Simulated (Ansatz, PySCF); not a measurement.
Pair of molecules: CH6Si (SMILES C[SiH3]) (first 8 atoms) with H2Se (SMILES [SeH2]); geometry from B3LYP-D3(BJ)/def2-TZVP, rigid monomers moved along the line of their centres of mass till Si2···Se9 is 3.70 Å.
(charge 0, multiplicity 1):
| atom | x (Å) | y (Å) | z (Å) |
|---|---|---|---|
| C | 0.5727 | 1.0172 | -0.1042 |
| Si | -0.0987 | -0.6908 | 0.2697 |
| H | 0.4628 | 1.6653 | 0.7665 |
| H | 0.0374 | 1.4709 | -0.9403 |
| H | 1.6313 | 0.9699 | -0.3662 |
| H | 0.6264 | -1.3067 | 1.4088 |
| H | 0.0429 | -1.5870 | -0.9043 |
| H | -1.5374 | -0.6267 | 0.6285 |
| Se | -0.6737 | 1.1117 | 3.4485 |
| H | 0.1504 | -0.1016 | 3.3481 |
| H | -1.7444 | 0.4829 | 2.6616 |

Interaction energies are E(AB) − E(A) − E(B) at the monomers' geometry in the complex; basis-set methods are counterpoise corrected.

Frozen-core correlation. Filled d and f shells under p-block atoms count as core.

Run with Ansatz (Gaussian basis) for Hartree–Fock, density functionals and correlated methods; PySCF for the dispersion terms. Values without a source in brackets are computed.

Question: One of these levels gives 0.91 kcal/mol for the interaction energy. Name it.
A. PBE/def2-TZVPPD
B. SCS-MP2/def2-SVPD
C. PBE-D3(BJ)/def2-TZVPPD
D. B3LYP-D4/def2-TZVPPD

Answer: A, PBE/def2-TZVPPD. The others give -1.08 (PBE-D3(BJ)/def2-TZVPPD), -0.33 (B3LYP-D4/def2-TZVPPD), 1.74 (SCS-MP2/def2-SVPD)

Ansatz is an electronic-structure program.
